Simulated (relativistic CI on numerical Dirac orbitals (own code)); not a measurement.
## Slater and spin-orbit integrals, K10+

Calculated at this level of theory: Dirac-Coulomb-Breit CI, separate exchange-only KLI orbitals for each configuration, a model potential for QED, unscaled Slater integrals (own radial code, finite nucleus).

Slater integrals F^k, G^k are unscaled and averaged over j, outside the closed core 1s2; ζ comes from projecting the Hamiltonian with its Breit term on Σ l·s of the shell.

- 2s²2p⁵: ζ(2p) = 15572 cm⁻¹; <r>(2p) = 0.3334, <r^2>(2p) = 0.1362 (bohr units).
- 2s²2p⁴3s: F^2(2p,2p) = 290570, ζ(2p) = 16428, G^1(2p,3s) = 26237 cm⁻¹; <r>(2p) = 0.3255, <r^2>(2p) = 0.1296, <r>(3s) = 0.9589, <r^2>(3s) = 1.043 (bohr units).
- 2s²2p⁴3p: F^2(2p,2p) = 290020, ζ(2p) = 16422, F^2(2p,3p) = 64822, G^0(2p,3p) = 26149, G^2(2p,3p) = 28027, ζ(3p) = 3338.9 cm⁻¹; <r>(2p) = 0.3261, <r^2>(2p) = 0.1301, <r>(3p) = 0.9578, <r^2>(3p) = 1.054 (bohr units).

Averages of the first 10 configurations, taken without configuration mixing, which lowers the lowest level and can move excited configurations by several eV; other configurations of the list can lie among them:

```tsv
Configuration	Parity	States	Average energy above the lowest level (eV)
2s²2p⁵	odd	6	1.2
2s2p⁶	even	2	83.9
2s²2p⁴3s	even	30	333.5
2s²2p⁴3p	odd	90	353.5
2p⁶3s	even	2	497.2
2p⁶3p	odd	6	515.4
2s²2p⁴3d	even	150	378.4
2p⁶3d	even	10	539.9
2s2p⁵3s	odd	24	409.1
2s2p⁵3p	even	72	428.2
```
